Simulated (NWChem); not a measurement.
System: iodine (I2); SMILES II

Parts of the log:

```
             Northwest Computational Chemistry Package (NWChem) 7.3.0
             --------------------------------------------------------

 ORDER OF PRIMARY AXIS IS BEING SET TO 4
 D4H symmetry detected

                             Geometry "geometry" -> ""
                             -------------------------

 Output coordinates in angstroms (scale by  1.889725989 to convert to a.u.)

  No.       Tag          Charge          X              Y              Z
 ---- ---------------- ---------- -------------- -------------- --------------
    1 I                   53.0000     0.00000000     0.00000000     1.34121400
    2 I                   53.0000     0.00000000     0.00000000    -1.34121400

 Effective nuclear repulsion energy (a.u.)     554.1468000036

      Symmetry information
      --------------------

 Group name             D4h
 Group number             28
 Group order              16
 No. of unique centers     1

 Summary of "ao basis" -> "ao basis" (spherical)
 ------------------------------------------------------------------------------
       Tag                 Description            Shells   Functions and Types
 ---------------- ------------------------------  ------  ---------------------
 I                         def2-tzvpd               19       59   7s6p4d2f

      Symmetry analysis of basis
      --------------------------

        a1g        19
        a1u         0
        a2g         0
        a2u        19
        b1g         6
        b1u         6
        b2g         6
        b2u         6
        eg         28
        eu         28

            General Information
            -------------------
          SCF calculation type: DFT
          Wavefunction type:  closed shell.
          No. of atoms     :     2
          No. of electrons :    50
           Alpha electrons :    25
            Beta electrons :    25
          Charge           :     0
          Spin multiplicity:     1
          Use of symmetry is: on ; symmetry adaption is: on
          Maximum number of iterations: 150
          AO basis - number of functions:   118
                     number of shells:    38
          Convergence on energy requested:  1.00D-06
          Convergence on density requested:  1.00D-05
          Convergence on gradient requested:  5.00D-04

              XC Information
              --------------
          PerdewBurkeErnzerhof Exchange Functional  1.000
            Perdew 1991 LDA Correlation Functional  1.000 local
           PerdewBurkeErnz. Correlation Functional  1.000 non-local

             Grid Information
             ----------------
          Grid used for XC integration:  medium
          Radial quadrature: Mura-Knowles
          Angular quadrature: Lebedev.
          Tag              B.-S. Rad. Rad. Pts. Rad. Cut. Ang. Pts.
          ---              ---------- --------- --------- ---------
          I                   1.40      123          15.0       590
          Grid pruning is: on
          Number of quadrature shells:   123
          Spatial weights used:  Erf1

      Superposition of Atomic Density Guess
      -------------------------------------

 Sum of atomic energies:        -694.32478950

      Non-variational initial energy
      ------------------------------

 Total energy =    -593.372495
 1-e energy   =   -1281.229269
 2-e energy   =     564.559604
 HOMO         =      -0.294759
 LUMO         =      -0.135778

      Symmetry analysis of molecular orbitals - initial
      -------------------------------------------------

 !! scf_movecs_sym_adapt:   24 vectors were symmetry contaminated

  Symmetry fudging

 !! scf_movecs_sym_adapt:   20 vectors were symmetry contaminated

  Numbering of irreducible representations:

     1 a1g         2 a1u         3 a2g         4 a2u         5 b1g
     6 b1u         7 b2g         8 b2u         9 eg         10 eu

  Orbital symmetries:

     1 a1g         2 a2u         3 a1g         4 a2u         5 eu
     6 eu          7 eg          8 eg          9 a1g        10 eu
    11 eu         12 eg         13 eg         14 b1g        15 b2g
    16 b2u        17 b1u        18 a2u        19 a1g        20 a2u
    21 a1g        22 eu         23 eu         24 eg         25 eg
    26 a2u        27 a2u        28 eu         29 eu         30 a1g
    31 eg         32 eg         33 a1g        34 b1g        35 b2g

     ---------------------------------------------
      Total Density - Mulliken Population Analysis
     ---------------------------------------------

    Atom       Charge   Shell Charges
 -----------   ------   -------------------------------------------------------
    1 I   25    25.00   0.19 -0.77  1.58  1.01  1.10  0.86  0.01 -0.49  6.44  1.27  2.77  0.99  0.01  9.23  0.76  0.06 -0.01  0.01  0.00
    2 I   25    25.00   0.19 -0.77  1.58  1.01  1.10  0.86  0.01 -0.49  6.44  1.27  2.77  0.99  0.01  9.23  0.76  0.06 -0.01  0.01  0.00

   convergence    iter        energy       DeltaE   RMS-Dens  Diis-err
 ---------------- ----- ----------------- --------- --------- ---------
 d= 0,ls=0.0,diis     1   -595.3845110780 -7.19D+02  9.90D-03  3.20D-01
 d= 0,ls=0.0,diis     2   -595.3891388138 -4.63D-03  3.89D-03  2.64D-01
 d= 0,ls=0.0,diis     3   -595.4078210929 -1.87D-02  1.08D-03  6.85D-02
 d= 0,ls=0.0,diis     4   -595.4125862832 -4.77D-03  3.24D-04  4.85D-04
 d= 0,ls=0.0,diis     5   -595.4126543399 -6.81D-05  6.37D-05  7.46D-05
  Resetting Diis
 d= 0,ls=0.0,diis     6   -595.4126589135 -4.57D-06  4.55D-06  4.15D-07
 d= 0,ls=0.0,diis     7   -595.4126589619 -4.84D-08  1.43D-06  9.88D-09

         Total DFT energy =     -595.412658961881
      One electron energy =    -1281.391728660632
           Coulomb energy =      607.086554888652
    Exchange-Corr. energy =      -44.404655002031
 Nuclear repulsion energy =      123.297169812130

 Numeric. integr. density =       50.000000099252

[...]
```

Level: PBE/def2-TZVPD with def2 effective core potentials on I. The geometry was optimised at PBE0/def2-SVP. def2 effective core potentials on I; no spin-orbit coupling.

### Question
Reconstruct the input file.

### Answer
Several could match; the one computed here: the input that was run:
```
start job
memory heap 200 mb stack 900 mb global 1100 mb
geometry units angstroms noautoz
  I      0.000000     0.000000     1.341214
  I      0.000000     0.000000    -1.341214
end
basis spherical
  * library def2-tzvpd
end
ecp
  I library def2-ecp
end
dft
  xc xpbe96 cpbe96
  iterations 150
  mulliken
end
task dft energy
```
